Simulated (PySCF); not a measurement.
**Electronic absorption of 1-fluorohexane**

1-fluorohexane, C6H13F.
Numbering: `[CH3:1][CH2:2][CH2:3][CH2:4][CH2:5][CH2:6][F:7]` (hydrogens: H8, H9, H10 on C1; H11, H12 on C2; H13, H14 on C3; H15, H16 on C4; H17, H18 on C5; H19, H20 on C6)

Structure used (PBE0-D3(BJ)/def2-SVP), in Å, numbered top down from 1:
```
atom  x, y, z in Å
C1     3.1459    0.0875   -0.2956
C2     1.7785    0.5056    0.2202
C3     0.6262   -0.2368   -0.4427
C4    -0.7418    0.1781    0.0764
C5    -1.8966   -0.5555   -0.5890
C6    -3.2526   -0.1046   -0.1019
F7    -3.4315    1.2372   -0.3498
H8     3.2374    0.2690   -1.3786
H9     3.9557    0.6411    0.2032
H10    3.3255   -0.9866   -0.1275
H11    1.7294    0.3484    1.3122
H12    1.6394    1.5908    0.0709
H13    0.6676   -0.0743   -1.5352
H14    0.7612   -1.3249   -0.2996
H15   -0.8835    1.2617   -0.0714
H16   -0.7853    0.0150    1.1689
H17   -1.8485   -0.4147   -1.6827
H18   -1.8148   -1.6428   -0.4141
H19   -4.0613   -0.6599   -0.6076
H20   -3.3526   -0.2649    0.9866
```

Method: PySCF, TDDFT PBE0/def2-SVPD, vertical, gas phase, core orbitals frozen in the response.

```
state  E (eV)  λ (nm)  ν̃ (cm⁻¹)       f   main configurations (H = HOMO, L = LUMO)
   S1    8.54   145.3      68850  0.0014                                  H→L (87%)
   S2    8.60   144.1      69380  0.0024                                H-1→L (80%)
   S3    8.82   140.6      71150   0.024                   H→L+1 (52%), H-2→L (20%)
   S4    8.87   139.7      71570   0.011       H-2→L (35%), H→L+1 (30%), H-3→L (9%)
   S5    8.94   138.7      72100   0.013    H-1→L+1 (30%), H-3→L (27%), H-2→L (21%)
   S6    9.09   136.4      73310   0.020    H-2→L+1 (34%), H-4→L (21%), H-3→L (18%)
   S7    9.11   136.1      73450   0.014                                H→L+2 (93%)
   S8    9.19   134.8      74160   0.054  H-1→L+2 (62%), H-1→L+1 (12%), H-3→L (10%)
   S9    9.23   134.3      74460   0.026  H-1→L+2 (31%), H-1→L+1 (31%), H-3→L (13%)
  S10    9.36   132.5      75500   0.026                              H-3→L+1 (57%)
```

Triplets, Tamm–Dancoff:

```csv
state,E (eV),λ (nm),"main configurations (H = HOMO, L = LUMO)"
T1,8.32,148.9,"H-1→L (55%), H→L (25%), H-1→L+1 (9%)"
T2,8.41,147.3,"H→L (58%), H-1→L (20%)"
T3,8.58,144.5,"H-2→L (52%), H-2→L+1 (13%)"
T4,8.61,143.9,"H→L+1 (51%), H-2→L (17%)"
```

The lowest singlet comes at 145 nm (824 kJ/mol) in the vacuum ultraviolet; it is very weak; its leading configuration is HOMO→LUMO (87%). The most intense listed level is S8 at 9.19 eV (135 nm, f = 0.054), 0.66 eV above S1. Löwdin shares by element: HOMO carbon 51% or more (atoms not listed hold the other 49%); LUMO carbon 38% or more (atoms not listed hold the other 62%). The oscillator strengths of these states sum to 0.191; summed over the whole spectrum of an exact calculation they would give the number of electrons, 58 (Thomas–Reiche–Kuhn). Weighted by f, the mean energy of these states is 9.11 eV. Of the 10 states listed, 8 reach f = 0.01 and none stays under 0.0005. The vertical ionisation energy (ΔSCF) is 10.65 eV, 1.29 eV above S10. The window holds the lowest 10 singlets.

One conformer stands for the species.
